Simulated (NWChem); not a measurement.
System: Si2NH6, doublet; SMILES N([SiH3])[SiH2]

Here is an NWChem input.

```
start job
memory heap 200 mb stack 900 mb global 1100 mb
geometry units angstroms noautoz
  Si    -0.241905    -1.617390     0.084149
  N      0.546254    -0.068277    -0.134880
  Si    -0.144891     1.536811    -0.044367
  H     -1.297087    -1.432806     1.125955
  H      0.783590    -2.598465     0.565272
  H      1.463303    -0.121686    -0.572089
  H     -1.343255     1.456368     0.826813
  H     -0.556660     2.084511    -1.368628
  H      0.850455     2.479683     0.535190
end
basis spherical
  * library def2-svp
end
dft
  odft
  mult 2
  xc b3lyp
  iterations 150
end
tddft
  cis
  nroots 6
end
task tddft energy
```

Output (shortened):

```
             Northwest Computational Chemistry Package (NWChem) 7.3.0
             --------------------------------------------------------

 C1  symmetry detected

                             Geometry "geometry" -> ""
                             -------------------------

 Output coordinates in angstroms (scale by  1.889725989 to convert to a.u.)

  No.       Tag          Charge          X              Y              Z
 ---- ---------------- ---------- -------------- -------------- --------------
    1 Si                  14.0000    -0.15271139    -1.62857105    -0.07579213
    2 N                    7.0000     0.60865435    -0.05405848     0.02496391
    3 Si                  14.0000    -0.13579213     1.52910296    -0.01479520
    4 H                    1.0000    -1.47412725    -1.52525715     0.61415453
    5 H                    1.0000     0.71993737    -2.61512402     0.63892800
    6 H                    1.0000     1.61515418    -0.06397783    -0.12282918
    7 H                    1.0000    -1.53406161     1.37485338     0.45695842
    8 H                    1.0000    -0.15817454     2.14380382    -1.37304336
    9 H                    1.0000     0.60974061     2.45666439     0.87930676

 Effective nuclear repulsion energy (a.u.)     146.0025383398

                                 NWChem DFT Module
                                 -----------------

 Summary of "ao basis" -> "ao basis" (spherical)
 ------------------------------------------------------------------------------
       Tag                 Description            Shells   Functions and Types
 ---------------- ------------------------------  ------  ---------------------
 Si                         def2-svp                 8       18   4s3p1d
 N                          def2-svp                 6       14   3s2p1d
 H                          def2-svp                 3        5   2s1p

            General Information
            -------------------
          SCF calculation type: DFT
          Wavefunction type:  spin polarized.
          No. of atoms     :     9
          No. of electrons :    41
           Alpha electrons :    21
            Beta electrons :    20
          Charge           :     0
          Spin multiplicity:     2
          Use of symmetry is: off; symmetry adaption is: off
          Maximum number of iterations: 150
          AO basis - number of functions:    80
                     number of shells:    40
          Convergence on energy requested:  1.00D-06
          Convergence on density requested:  1.00D-05
          Convergence on gradient requested:  5.00D-04

              XC Information
              --------------
                         B3LYP Method XC Potential
                     Hartree-Fock (Exact) Exchange  0.200
                        Slater Exchange Functional  0.800 local
                    Becke 1988 Exchange Functional  0.720 non-local
              Lee-Yang-Parr Correlation Functional  0.810
                  VWN I RPA Correlation Functional  0.190 local

             Grid Information
             ----------------
          Grid used for XC integration:  medium
          Radial quadrature: Mura-Knowles
          Angular quadrature: Lebedev.
          Tag              B.-S. Rad. Rad. Pts. Rad. Cut. Ang. Pts.
          ---              ---------- --------- --------- ---------
          Si                  1.10       88          11.0       590
          N                   0.65       49           8.0       434
          H                   0.35       45          12.0       434
          Grid pruning is: on
          Number of quadrature shells:   495
          Spatial weights used:  Erf1

      Superposition of Atomic Density Guess
      -------------------------------------

 Sum of atomic energies:        -634.71694431

      Non-variational initial energy
      ------------------------------

 Total energy =    -635.798398
 1-e energy   =   -1167.921020
 2-e energy   =     386.120084
 HOMO         =      -0.121263
 LUMO         =       0.038829

   convergence    iter        energy       DeltaE   RMS-Dens  Diis-err
 ---------------- ----- ----------------- --------- --------- ---------
 d= 0,ls=0.0,diis     1   -637.1033842193 -7.83D+02  5.24D-03  7.74D-02
                                                     4.57D-03  7.57D-02
 d= 0,ls=0.0,diis     2   -637.0996337987  3.75D-03  3.13D-03  9.34D-02
                                                     2.94D-03  8.93D-02
 d= 0,ls=0.0,diis     3   -637.1377572633 -3.81D-02  1.07D-03  1.33D-02
                                                     9.26D-04  1.35D-02
 d= 0,ls=0.0,diis     4   -637.1439394024 -6.18D-03  2.08D-04  1.22D-04
                                                     1.64D-04  1.02D-04
 d= 0,ls=0.0,diis     5   -637.1440196202 -8.02D-05  4.90D-05  6.43D-06
                                                     4.65D-05  7.70D-06
  Resetting Diis
 d= 0,ls=0.0,diis     6   -637.1440253010 -5.68D-06  1.13D-05  4.22D-07
                                                     1.18D-05  3.84D-07
 d= 0,ls=0.0,diis     7   -637.1440257078 -4.07D-07  5.97D-06  4.25D-08
                                                     3.65D-06  2.98D-08

         Total DFT energy =     -637.144025707827
      One electron energy =    -1170.415872877848
           Coulomb energy =      438.289378826024
    Exchange-Corr. energy =      -51.020069995840
 Nuclear repulsion energy =      146.002538339838

 Numeric. integr. density =       40.999987390070

                    DFT Final Alpha Molecular Orbital Analysis
                    ------------------------------------------

 Vector   19  Occ=1.000000D+00  E=-3.415276D-01
              MO Center= -9.7D-02, -5.0D-01,  4.2D-01, r^2= 5.7D+00
   Bfn.  Coefficient  Atom+Function         Bfn.  Coefficient  Atom+Function
  ----- ------------  ---------------      ----- ------------  ---------------
    56      0.291719  5 H  s                 51     -0.224896  4 H  s
    76     -0.221989  9 H  s                 66      0.184381  7 H  s
     8      0.173516  1 Si px                57      0.169637  5 H  s
     9     -0.151856  1 Si py                41     -0.143182  3 Si py
    23     -0.131223  2 N  py                40     -0.128418  3 Si px

 Vector   20  Occ=1.000000D+00  E=-3.000294D-01
              MO Center=  2.4D-01,  3.1D-01, -2.3D-01, r^2= 3.4D+00
   Bfn.  Coefficient  Atom+Function         Bfn.  Coefficient  Atom+Function
  ----- ------------  ---------------      ----- ------------  ---------------
    24      0.416335  2 N  pz                27     -0.329245  2 N  pz
    71     -0.242377  8 H  s                 13     -0.210788  1 Si pz
    72     -0.198046  8 H  s                 10     -0.174294  1 Si pz
    76      0.138938  9 H  s                 42      0.127211  3 Si pz
     3      0.121142  1 Si s                 77      0.113542  9 H  s

[...]

                                NWChem TDDFT Module
                                -------------------

            General Information
            -------------------
           No. of orbitals :     160
            Alpha orbitals :      80
             Beta orbitals :      80
        Alpha frozen cores :       0
         Beta frozen cores :       0
     Alpha frozen virtuals :       0
      Beta frozen virtuals :       0
         Spin multiplicity :       2
    Number of AO functions :      80
        Use of symmetry is : off
      Symmetry adaption is : off
         Schwarz screening :  0.10D-07

              XC Information
              --------------
                  B3LYP Method XC Potential
              Hartree-Fock (Exact) Exchange   0.20
                 Slater Exchange Functional   0.80 local
             Becke 1988 Exchange Functional   0.72 non-local
       Lee-Yang-Parr Correlation Functional   0.81
           VWN I RPA Correlation Functional   0.19 local

             TDDFT Information
             -----------------
          Calculation type : Tamm-Dancoff TDDFT
         Wavefunction type : Unrestricted
          No. of electrons :      41
           Alpha electrons :      21
            Beta electrons :      20
              No. of roots :       6
          Max subspacesize :    5200
            Max iterations :     100
               Target root :       1
           Target symmetry : none
      Symmetry restriction : off
                 Algorithm : Optimal
        Davidson threshold :  0.10D-03

    6 smallest eigenvalue differences (eV)
--------------------------------------------------------
  No. Spin  Occ  Vir  Irrep   E(Occ)    E(Vir)   E(Diff)
--------------------------------------------------------
    1    2   20   21 a        -0.280    -0.084     5.343
    2    1   21   22 a        -0.191     0.006     5.355
    3    1   21   23 a        -0.191     0.047     6.470
    4    2   19   21 a        -0.334    -0.084     6.794
    5    1   21   24 a        -0.191     0.063     6.912
    6    2   18   21 a        -0.348    -0.084     7.179
--------------------------------------------------------

  Entering Davidson iterations
  Unrestricted

  Iter   NTrls   NConv    DeltaV     DeltaE      Time
  ----  ------  ------  ---------  ---------  ---------
    1      6       0     0.12E+00   0.10+100       15.4
    2     12       0     0.25E-01   0.15E-01       17.8
    3     18       0     0.86E-02   0.13E-02       17.7
    4     24       0     0.38E-02   0.27E-03       17.7
    5     30       1     0.10E-01   0.11E-03       17.8
    6     35       4     0.88E-02   0.15E-02       13.6
    7     37       4     0.35E-02   0.20E-03        7.1
    8     39       5     0.11E-02   0.29E-04        7.0
    9     40       5     0.29E-03   0.26E-05        5.1
   10     41       6     0.92E-04   0.19E-06        5.1
  ----  ------  ------  ---------  ---------  ---------
  Convergence criterion met

  Ground state a        -637.144025707827 a.u.
  <S2> =   0.7517

  ----------------------------------------------------------------------------
  Root   1         a              0.151319661 a.u.                4.1176 eV
  <S2> =   0.7804
  ----------------------------------------------------------------------------
     Transition Moments    X  0.05668   Y  0.01253   Z -0.21594
     Dipole Oscillator Strength                    0.0050439899
     Electric Quadrupole                           0.0000000285
     Magnetic Dipole                               0.0000006797
     Total Oscillator Strength                     0.0050446981

     Occ.   21 alpha a   ---  Virt.   22 alpha a        0.91024
     Occ.   21 alpha a   ---  Virt.   24 alpha a        0.08516
     Occ.   21 alpha a   ---  Virt.   25 alpha a       -0.09624
     Occ.   20 beta  a   ---  Virt.   21 beta  a       -0.38103
  ----------------------------------------------------------------------------
  Root   2         a              0.162548639 a.u.                4.4232 eV
  <S2> =   0.7632
  ----------------------------------------------------------------------------
     Transition Moments    X  0.30862   Y  0.95825   Z  0.16691
     Dipole Oscillator Strength                    0.1128453430
     Electric Quadrupole                           0.0000000482
     Magnetic Dipole                               0.0000001895
     Total Oscillator Strength                     0.1128455807

     Occ.   21 alpha a   ---  Virt.   22 alpha a        0.38292
     Occ.   21 alpha a   ---  Virt.   23 alpha a       -0.06549
     Occ.   20 beta  a   ---  Virt.   21 beta  a        0.90183
  ----------------------------------------------------------------------------
  Root   3         a              0.194264522 a.u.                5.2862 eV
  <S2> =   0.7707
  ----------------------------------------------------------------------------
     Transition Moments    X -0.46714   Y  0.08656   Z -0.07039
     Dipole Oscillator Strength                    0.0298733914
     Electric Quadrupole                           0.0000002203
     Magnetic Dipole                               0.0000003603
     Total Oscillator Strength                     0.0298739720

     Occ.   21 alpha a   ---  Virt.   23 alpha a        0.92384
     Occ.   21 alpha a   ---  Virt.   24 alpha a       -0.12742
     Occ.   21 alpha a   ---  Virt.   27 alpha a       -0.08258
     Occ.   18 beta  a   ---  Virt.   21 beta  a       -0.06722
     Occ.   19 beta  a   ---  Virt.   21 beta  a        0.31472
  ----------------------------------------------------------------------------
  Root   4         a              0.199154338 a.u.                5.4193 eV
  <S2> =   0.7691
  ----------------------------------------------------------------------------
     Transition Moments    X  0.31087   Y -0.27797   Z  0.01505
     Dipole Oscillator Strength                    0.0231197953
     Electric Quadrupole                           0.0000001701
     Magnetic Dipole                               0.0000015134
     Total Oscillator Strength                     0.0231214787

     Occ.   21 alpha a   ---  Virt.   23 alpha a       -0.30563
     Occ.   21 alpha a   ---  Virt.   24 alpha a        0.07533
     Occ.   18 beta  a   ---  Virt.   21 beta  a       -0.20270
     Occ.   19 beta  a   ---  Virt.   21 beta  a        0.91337
     Occ.   20 beta  a   ---  Virt.   21 beta  a       -0.05604
  ----------------------------------------------------------------------------
  Root   5         a              0.213059535 a.u.                5.7976 eV
  <S2> =   0.8389
  ----------------------------------------------------------------------------
     Transition Moments    X  0.20001   Y  0.35138   Z -0.21672
     Dipole Oscillator Strength                    0.0298902413
     Electric Quadrupole                           0.0000000856
     Magnetic Dipole                               0.0000002728
     Total Oscillator Strength                     0.0298905998

     Occ.   20 alpha a   ---  Virt.   22 alpha a        0.11932
     Occ.   21 alpha a   ---  Virt.   22 alpha a       -0.09280
     Occ.   21 alpha a   ---  Virt.   23 alpha a        0.13407
     Occ.   21 alpha a   ---  Virt.   24 alpha a        0.91789
     Occ.   21 alpha a   ---  Virt.   25 alpha a       -0.21253
     Occ.   21 alpha a   ---  Virt.   26 alpha a       -0.18820
     Occ.   21 alpha a   ---  Virt.   27 alpha a        0.08965
     Occ.   20 beta  a   ---  Virt.   22 beta  a       -0.11693
  ----------------------------------------------------------------------------
  Root   6         a              0.225961428 a.u.                6.1487 eV
  <S2> =   0.8774
  ----------------------------------------------------------------------------
     Transition Moments    X -0.10470   Y  0.21537   Z  0.07937
     Dipole Oscillator Strength                    0.0095876767
     Electric Quadrupole                           0.0000001163
     Magnetic Dipole                               0.0000005487
     Total Oscillator Strength                     0.0095883417

     Occ.   20 alpha a   ---  Virt.   22 alpha a        0.13868
     Occ.   21 alpha a   ---  Virt.   22 alpha a       -0.06640
     Occ.   21 alpha a   ---  Virt.   23 alpha a       -0.07490
     Occ.   21 alpha a   ---  Virt.   24 alpha a       -0.25376
     Occ.   21 alpha a   ---  Virt.   25 alpha a       -0.88496
     Occ.   21 alpha a   ---  Virt.   26 alpha a       -0.13074
     Occ.   21 alpha a   ---  Virt.   27 alpha a       -0.10999
     Occ.   21 alpha a   ---  Virt.   28 alpha a        0.19584
     Occ.   21 alpha a   ---  Virt.   29 alpha a       -0.10369
     Occ.   20 beta  a   ---  Virt.   22 beta  a       -0.17133

              Target root =      1
          Target symmetry = none
      Ground state energy =   -637.144025707827
        Excitation energy =      0.151319660775
     Excited state energy =   -636.992706047052

  stored tddft:energy   -636.99270604705168
```

Level: B3LYP/def2-SVP, spin-unrestricted, TDA. Structure relaxed at the B3LYP/6-31G* (spherical d), spin-unrestricted level. No stability test was run on the SCF state.
